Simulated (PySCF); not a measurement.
Basis and Hamiltonian dependence of the excitation energy of Cu²⁺

Cu²⁺ [Ar] 3d9 (2D) → Cu²⁺ [Ar] 3d8 4p1 (high-spin determinant). All values are computed (PySCF 2.14, energy differences of UHF-based or UKS calculations, no spin-orbit coupling). Values in eV.

| basis | Hamiltonian | functions | UHF | PBE | PBE0 | MP2 (valence) | CCSD(T) (valence) | CCSD(T) (valence and next inner shell) |
| --- | --- | --- | --- | --- | --- | --- | --- | --- |
| aug-cc-pVDZ-PP with ECP10MDF | ECP | 54 | 12.990 | 14.496 | 14.385 | 15.064 | 14.646 | n/a |
| aug-cc-pVDZ-DK | spin-free X2C | 59 | 13.142 | 14.725 | 14.581 | 15.185 | 14.736 | n/a |
| x2c-TZVPPall | spin-free X2C | 64 | 12.952 | 14.707 | 14.516 | 15.102 | 14.681 | 14.842 |
| def2-TZVPPD | non-relativistic | 67 | 13.323 | 15.057 | 14.874 | 15.465 | 15.054 | 15.213 |
| x2c-TZVPPall with one added diffuse shell each of s, p, d, f type | spin-free X2C | 80 | 12.952 | 14.701 | 14.511 | 15.096 | 14.669 | 14.829 |
| aug-cc-pVTZ-PP with ECP10MDF | ECP | 88 | 12.961 | 14.559 | 14.433 | 15.205 | 14.762 | n/a |
| dyall-v2z | spin-free X2C | 92 | 13.070 | n/a | n/a | 15.085 | 14.669 | n/a |
| aug-cc-pVTZ-DK | spin-free X2C | 93 | 12.971 | 14.755 | 14.556 | 15.186 | 14.742 | n/a |
| ANO-RCC-VQZP | spin-free X2C | 95 | 12.999 | 14.772 | 14.576 | 15.274 | n/a | n/a |
| def2-QZVPPD | non-relativistic | 100 | 13.356 | 15.123 | 14.932 | 15.559 | 15.129 | n/a |
| aug-cc-pVTZ-PP with one added diffuse shell each of s, p, d, f, g type with ECP10MDF | ECP | 113 | 12.960 | 14.557 | 14.432 | 15.202 | n/a | n/a |
| aug-cc-pwCVTZ-PP with ECP10MDF | ECP | 122 | 12.945 | 14.548 | 14.421 | 15.244 | n/a | n/a |
| aug-cc-pwCVTZ-DK | spin-free X2C | 127 | 12.958 | 14.754 | 14.552 | 15.224 | n/a | n/a |
| aug-cc-pVQZ-PP with ECP10MDF | ECP | 135 | 12.935 | 14.539 | 14.411 | 15.267 | n/a | n/a |

Frozen in the all-electron rows: valence: [Ar]; valence and next inner shell: [Ne]; with a core potential, the same shells as far as they lie outside it.

One determinant mixes LS terms of the configuration, so the numbers do not refer to single terms. Non-relativistic rows lack the scalar-relativistic shift.
